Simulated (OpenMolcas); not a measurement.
An OpenMolcas run meant for Sc⁺ (ANO-RCC-VTZP, X2C; inactive shells 1s 2s 2p 3s 3p; intended active space 2 electrons in 6 orbitals (3d 4s)). One step of its input:

```
&RASSCF
FileOrb=start.orb
Symmetry=1
Spin=3
nActEl=2 0 0
Inactive=3 6
Ras2=6 0
CIRoot=15 15 1
SDav=15
CIMx=300
Iter=55 100
PrWF=0.3
OrbListing=Nothing
MaxOrb=0
Atom
Thrs=1.0e-2 5.0e-1 5.0e-1
```

The run finished. Its levels beside those of a sound run (CASSCF), in cm-1 above each run's lowest level:

```json
{"Level": "3d 4s 3D1", "This run": "0.0", "Usual run": "0.0"}
{"Level": "3d 4s 3D2", "This run": "62.4", "Usual run": "62.4"}
{"Level": "3d 4s 3D3", "This run": "159", "Usual run": "159"}
{"Level": "3d 4s 1D2", "This run": "4721", "Usual run": "4727"}
{"Level": "3d2 3F2", "This run": "5488", "Usual run": "5488"}
{"Level": "3d2 3F3", "This run": "5581", "Usual run": "5581"}
{"Level": "3d2 3F4", "This run": "5708", "Usual run": "5708"}
{"Level": "3d2 3P0", "This run": "15418", "Usual run": "15417"}
{"Level": "3d2 3P1", "This run": "15452", "Usual run": "15451"}
{"Level": "3d2 3P2", "This run": "15484", "Usual run": "15485"}
{"Level": "3d2 1D2", "This run": "15718", "Usual run": "15728"}
{"Level": "4s2 1S0", "This run": "17564", "Usual run": "17521"}
{"Level": "3d2 1G4", "This run": "17805", "Usual run": "17802"}
{"Level": "3d2 1S0", "This run": "38337", "Usual run": "38319"}
```

Q: Which setting is unsound, and how much does it matter here?

A: The convergence thresholds are far too loose, so the orbitals stop early. Against the sound run the excited levels shown move by 6.4 cm-1 on average and by 43 cm-1 at most.

Without dynamic correlation excited terms often stand tens of per cent too high (terms of higher spin than the ground term too low), and those without a measured partner can miss by more than the paired ones. A single d shell beside an s shell can misplace configurations of different d count against each other. Only configurations of the active space appear.
